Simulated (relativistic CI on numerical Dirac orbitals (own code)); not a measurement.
**Charge states of ytterbium**

Computed by Dirac-Coulomb-Breit CI, KLI orbitals optimised for each configuration, QED by a radiative potential, valence Slater integrals scaled by 0.9 (own radial code, finite nucleus).

Each species is treated in one configuration, given outside its closed core. Radial values are for the open shell of highest l, unscaled and averaged over j; ζ includes the Breit term. Labels give the leading LS character, summed over repeated terms.

| Ion | Configuration | Its lowest level | LS weight (%) | ζ (cm⁻¹) | g_J | g√(J(J+1)) | ⟨r⟩ (bohr) | ⟨r²⟩ (bohr²) |
| --- | --- | --- | --- | --- | --- | --- | --- | --- |
| Yb | 4f¹⁴6s² | ¹S0 | 100 |  |  | 0.00 |  |  |
| Yb⁺ | 4f¹⁴6s | ²S1/2 | 100 |  | 2.002 | 1.73 | 3.659 | 15.14 |
| Yb²⁺ | 4f¹⁴ | ¹S0 | 100 |  |  | 0.00 |  |  |
| Yb³⁺ | 4f¹³ | ²F°7/2 | 100 | 2904 | 1.142 | 4.53 | 0.7274 | 0.6882 |
| Yb⁴⁺ | 4f¹² | ³H6 | 99 | 3044 | 1.164 | 7.54 | 0.694 | 0.6112 |
| Yb⁵⁺ | 4d¹⁰4f¹²5s²5p⁵ | ⁴H°13/2 | 78 | 3034 | 1.199 | 8.37 | 0.6852 | 0.5903 |
| Yb⁶⁺ | 4d¹⁰4f¹²5s²5p⁴ | ⁵I8 | 83 | 3029 | 1.227 | 10.41 | 0.6769 | 0.5715 |
| Yb⁷⁺ | 4d¹⁰4f¹²5s²5p³ | J = 15/2 (mixed) | 44 | 3028 | 1.241 | 9.91 | 0.669 | 0.5544 |
| Yb⁸⁺ | 4d¹⁰4f¹²5s²5p² | J = 6 (mixed) | 33 | 3030 | 1.178 | 7.63 | 0.6614 | 0.5385 |
| Yb⁹⁺ | 4d¹⁰4f¹²5s²5p | ⁴G°11/2 | 71 | 3036 | 1.222 | 7.31 | 0.654 | 0.5235 |
| Yb¹⁰⁺ | 4d¹⁰4f¹²5s² | ³H6 | 99 | 3044 | 1.164 | 7.54 | 0.6467 | 0.5092 |
| Yb¹¹⁺ | 4d¹⁰4f¹¹5s² | ⁴I°15/2 | 97 | 3222 | 1.195 | 9.54 | 0.6271 | 0.4749 |
| Yb¹²⁺ | 4d¹⁰4f¹⁰5s² | ⁵I8 | 91 | 3407 | 1.237 | 10.50 | 0.6094 | 0.4453 |
| Yb¹³⁺ | 4d¹⁰4f¹⁰5s | ⁶I17/2 | 93 | 3460 | 1.285 | 11.55 | 0.6026 | 0.4335 |
| Yb¹⁴⁺ | 4d¹⁰4f¹⁰ | ⁵I8 | 91 | 3513 | 1.237 | 10.50 | 0.5956 | 0.4215 |
| Yb¹⁵⁺ | 4d¹⁰4f⁹ | ⁶H°15/2 | 90 | 3706 | 1.318 | 10.52 | 0.5808 | 0.3988 |
| Yb¹⁶⁺ | 4d¹⁰4f⁸ | ? | ? | ? | ? | ? | ? | ? |
| Yb¹⁷⁺ | 4d¹⁰4f⁷ | ⁸S°7/2 | 93 | 4110 | 1.979 | 7.85 | 0.5545 | 0.3602 |
| Yb¹⁸⁺ | 4d¹⁰4f⁶ | ⁷F0 | 75 | 4319 |  | 0.00 | 0.5427 | 0.3437 |
| Yb¹⁹⁺ | 4d¹⁰4f⁵ | ⁶H°5/2 | 84 | 4533 | 0.338 | 1.00 | 0.5316 | 0.3287 |
| Yb²⁰⁺ | 4d¹⁰4f⁴ | ⁵I4 | 89 | 4753 | 0.622 | 2.78 | 0.5211 | 0.3149 |
| Yb²¹⁺ | 4d¹⁰4f³ | ⁴I°9/2 | 88 | 4978 | 0.749 | 3.72 | 0.5113 | 0.3022 |
| Yb²²⁺ | 4d¹⁰4f² | ³H4 | 90 | 5208 | 0.819 | 3.66 | 0.5019 | 0.2905 |
| Yb²³⁺ | 4d¹⁰4f | ²F°5/2 | 100 | 5444 | 0.854 | 2.53 | 0.4931 | 0.2797 |

Fill in the row of Yb¹⁶⁺.

Its lowest level ⁷F6; LS weight (%) 91; ζ (cm⁻¹) 3906; g_J 1.483; g√(J(J+1)) 9.61; ⟨r⟩ (bohr) 0.5672; ⟨r²⟩ (bohr²) 0.3785.

At low charge ζ of a weakly bound d or f electron comes out too small.
